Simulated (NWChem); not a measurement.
## Correlation energy of CH₂I

```
C
H 1 1.0906
H 1 1.0906 2 122.35
I 1 2.0476 2 117.81 3 163.43
```
Charge 0, spin multiplicity 2.

Program: NWChem. Structure: optimised with UPBE0/def2-SVP with def2 effective core potentials on I, a minimum by its harmonic frequencies.

Basis set: def2-SVP. Each correlation energy counts from its own Hartree-Fock reference.

Effective core potentials replace the inner electrons of I; spin-orbit coupling is left out. The correlated methods keep 5 core orbitals frozen. The structure started from a generated list of species. The unpaired electrons of the parent sit in orbitals of symmetry a' (Cs labels of the run); other states weren't searched. The stability of the SCF solutions was not checked. Open-shell Hartree-Fock references start from PBE0 orbitals. Coupled-cluster values serve here as a point of comparison, not as the truth.

Q: For the correlation energy, UMP2 gives -236.8 mHa and SCS-UMP2 gives -230.2 mHa. What do CCSD on UHF, CCSD[T] on UHF, CCSD(T) on UHF give?

A: CCSD on UHF: -262.5 mHa; CCSD[T] on UHF: -269.8 mHa; CCSD(T) on UHF: -269.2 mHa.
